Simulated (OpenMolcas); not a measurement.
Ionisation energies of copper

```json
{"Program": "OpenMolcas 26.06", "Basis": "ANO-L-VTZP [6s5p3d2f1g]", "Scalar Hamiltonian": "non-relativistic, point nucleus", "Spin-orbit coupling": "state interaction with AMFI integrals over the reference wave functions, term energies averaged over their components"}
```

Active shells in each charge state: the valence d shell, with orbitals averaged over the low states. Where CASPT2's correlated closed shells are named, they are those of the first ion.

A. CASSCF
B. SS-CASPT2, IPEA 0.25 Eh, imaginary shift 0.1 Eh (closed shells correlated: 3s 3p)
C. SS-CASPT2, IPEA 0 Eh, imaginary shift 0.1 Eh (closed shells correlated: 3s 3p)
D. SS-CASPT2, IPEA 0.25 Eh, imaginary shift 0.1 Eh (closed shells correlated: none)
E. SS-CASPT2, IPEA 0.25 Eh, imaginary shift 0.1 Eh (closed shells correlated: 2s 2p 3s 3p)

Energies in eV between the lowest computed levels, named as in B; reference values from the NIST Atomic Spectra Database with their kind.

```json
{"From": "Cu2+ 3d⁹ ²D_5/2", "To": "Cu3+ 3d⁸ ³F₄", "A": "34.315", "B": "37.319", "C": "37.259", "D": "36.937", "E": "37.329", "Spin-orbit share in B": "-0.067", "Reference": "36.841 (measured)"}
{"From": "Cu3+ 3d⁸ ³F₄", "To": "Cu4+ 3d⁷ ⁴F_9/2", "A": "55.544", "B": "57.814", "C": "57.785", "D": "57.519", "E": "57.826", "Spin-orbit share in B": "-0.017", "Reference": "57.380 (semi-empirical)"}
{"From": "Cu4+ 3d⁷ ⁴F_9/2", "To": "Cu5+ 3d⁶ ⁵D₄", "A": "79.160", "B": "80.983", "C": "80.984", "D": "80.726", "E": "80.994", "Spin-orbit share in B": "+0.050", "Reference": "79.800 (semi-empirical)"}
{"From": "Cu5+ 3d⁶ ⁵D₄", "To": "Cu6+ 3d⁵ ⁶S_5/2", "A": "102.780", "B": "104.430", "C": "104.411", "D": "104.174", "E": "104.443", "Spin-orbit share in B": "+0.138", "Reference": "103.000 (semi-empirical)"}
{"From": "Cu6+ 3d⁵ ⁶S_5/2", "To": "Cu7+ 3d⁴ ⁵D₀", "A": "138.737", "B": "139.631", "C": "139.667", "D": "139.491", "E": "139.637", "Spin-orbit share in B": "-0.249", "Reference": "139.000 (semi-empirical)"}
{"From": "Cu7+ 3d⁴ ⁵D₀", "To": "Cu8+ 3d³ ⁴F_3/2", "A": "166.712", "B": "167.515", "C": "167.539", "D": "167.294", "E": "167.523", "Spin-orbit share in B": "-0.111", "Reference": "166.000 (theoretical)"}
```

Error against the reference values, in %:

```csv
From,Reference,A,B,C,D,E
Cu2+,measured,-6.9,+1.3,+1.1,+0.3,+1.3
Cu3+,semi-empirical,-3.2,+0.8,+0.7,+0.2,+0.8
Cu4+,semi-empirical,-0.8,+1.5,+1.5,+1.2,+1.5
Cu5+,semi-empirical,-0.2,+1.4,+1.4,+1.1,+1.4
Cu6+,semi-empirical,-0.2,+0.5,+0.5,+0.4,+0.5
Cu7+,theoretical,+0.4,+0.9,+0.9,+0.8,+0.9
```

Absolute error against the one measured value: A 2.53 eV, B 0.48 eV, C 0.42 eV, D 0.10 eV, E 0.49 eV. D lies closest.

The lowest level within the active space need not be the ion's true ground level.
